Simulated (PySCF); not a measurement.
Compound: [CrSI4]- (charge -1 and doublet state).
SMILES: `[S]=[Cr-]([I])([I])([I])[I]`

Computed, not measured: PySCF 2.14.0, PBE0-D3(BJ)/def2-SVP geometry optimisation, gas phase, def2 core potentials past Kr.

Masses are those of the commonest isotopes; rigid-rotor values at the optimised geometry. 

(1) Give the principal moments of inertia and the rotational constants in GHz.

(2) What kind of rotor is it?

(3) Is it planar, by Δ = Ic − Ia − Ib?

(4) Give the coordinates in the principal-axis frame, origin at the centre of mass.

(5) List the rotational levels J(Ka,Kc) to J = 5 (cm⁻¹).

(6) Which types of transition are allowed, and where do some lines up to J = 3 fall?

(7) Estimate the classical rotational partition function at 10 K, 50 K and 200 K.

## Answers

(1) Ia = 1992.35, Ib = 2073.15, Ic = 3722.05 u·Å²; 505379 MHz·u·Å²/I gives 253.7, 243.8 and 135.8 MHz, that is A = 0.2537, B = 0.2438, C = 0.1358 GHz.

(2) An asymmetric top. Ray's parameter κ = (2B − A − C)/(A − C) = 0.832; −1 is the prolate and +1 the oblate limit.

(3) Not planar: Δ = Ic − Ia − Ib = -343.45 u·Å². For a rigid frame Δ = −2 Σ m c², so Σ m c² = 171.73 u·Å² lies off the ab plane. The atom farthest from that plane is 1.96 Å away.

(4) The sense of each axis is arbitrary; atoms in the order of the calculation.
| atom | mass (u) | a (Å) | b (Å) | c (Å) |
| --- | --- | --- | --- | --- |
| Cr1 | 51.941 | 0.114 | -0.068 | 0.001 |
| S2 | 31.972 | -0.590 | 0.567 | 1.963 |
| I3 | 126.904 | -0.597 | 2.572 | -0.467 |
| I4 | 126.904 | -2.642 | -0.678 | 0.109 |
| I5 | 126.904 | 0.678 | -2.612 | -0.336 |
| I6 | 126.904 | 2.663 | 0.603 | 0.199 |

(5) Above 0(0,0):
J = 1: 1(0,1) 0.0127, 1(1,1) 0.0130, 1(1,0) 0.0166
J = 2: 2(0,2) 0.0347, 2(1,2) 0.0347, 2(1,1) 0.0455, 2(2,1) 0.0465, 2(2,0) 0.0498
J = 3: 3(0,3) 0.0656, 3(1,3) 0.0656, 3(1,2) 0.0844, 3(2,2) 0.0845, 3(2,1) 0.0948, 3(3,1) 0.0968, 3(3,0) 0.0997
J = 4: 4(0,4) 0.1056, 4(1,4) 0.1056, 4(1,3) 0.1320, 4(2,3) 0.1320, 4(2,2) 0.1506, 4(3,2) 0.1509, 4(3,1) 0.1606, 4(4,1) 0.1639, 4(4,0) 0.1662
J = 5: 5(0,5) 0.1547, 5(1,5) 0.1547, 5(1,4) 0.1885, 5(2,4) 0.1885, 5(2,3) 0.2148, 5(3,3) 0.2149, 5(3,2) 0.2332, 5(4,2) 0.2339, 5(4,1) 0.2428, 5(5,1) 0.2477, 5(5,0) 0.2496
The levels of one J sum to (2J + 1)J(J + 1)(A + B + C)/3.

(6) The dipole components (about the centre of mass, as the species is charged) are |μa| = 0.99 D, |μb| = 0.42 D, |μc| = 0.15 D. The squared components, which scale the intensities, stand as 1.00 : 0.18 : 0.02 (a : b : c). Some lines, for components of 0.1 D or more:

```csv
type,branch,"J(Ka,Kc)",MHz,lower level (cm⁻¹)
a,Q,"3(2,1) ← 3(2,2)",310,0.084
b,Q,"3(2,1) ← 3(1,2)",313,0.084
b,Q,"2(1,1) ← 2(0,2)",325,0.035
b,Q,"2(2,1) ← 2(1,2)",354,0.035
b,Q,"3(3,1) ← 3(2,2)",369,0.084
a,R,"1(0,1) ← 0(0,0)",380,0.000
b,R,"1(1,1) ← 0(0,0)",389,0.000
c,R,"1(1,0) ← 0(0,0)",497,0.000
b,Q,"3(1,2) ← 3(0,3)",562,0.066
b,Q,"3(2,2) ← 3(1,3)",565,0.066
b,R,"2(0,2) ← 1(1,1)",650,0.013
b,R,"2(1,2) ← 1(0,1)",661,0.013
b,R,"2(2,1) ← 1(1,0)",897,0.017
a,R,"3(1,3) ← 2(1,2)",927,0.035
b,R,"3(1,3) ← 2(0,2)",928,0.035
b,R,"3(2,2) ← 2(1,1)",1168,0.046
a,R,"3(2,1) ← 2(2,0)",1349,0.050
c,R,"3(1,2) ← 2(0,2)",1490,0.035
c,R,"3(2,2) ← 2(1,2)",1492,0.035
b,R,"3(2,1) ← 2(1,2)",1802,0.035
```

(7) Point group C1, symmetry number σ = 1; q = (√π/σ)·√((kT/h)³/(ABC)), k/h = 20836.6 MHz/K: 58200 at 10 K, 650000 at 50 K, 5200000 at 200 K.

For this open shell read J as N, the rotation without spin; fine and hyperfine splittings come on top. Not checked by PBE0-D3(BJ)/def2-SVP frequencies. ⟨S²⟩ = 2.818 (exact for a doublet: 0.75). The geometry's basis has no diffuse functions, a weakness for an anion. Zero-point vibration and centrifugal distortion are left out. Quadrupole hyperfine structure (127I) is left out.

Time: 31 min of wall time. Hardware: x86-64 server, one thread, shared host. These figures are those of the optimisation.

Neither the SCF state along the optimisation nor the shape of the open-shell metal species was proved the lowest: other solutions of the same spin, or a structure of lower symmetry, can lie below.
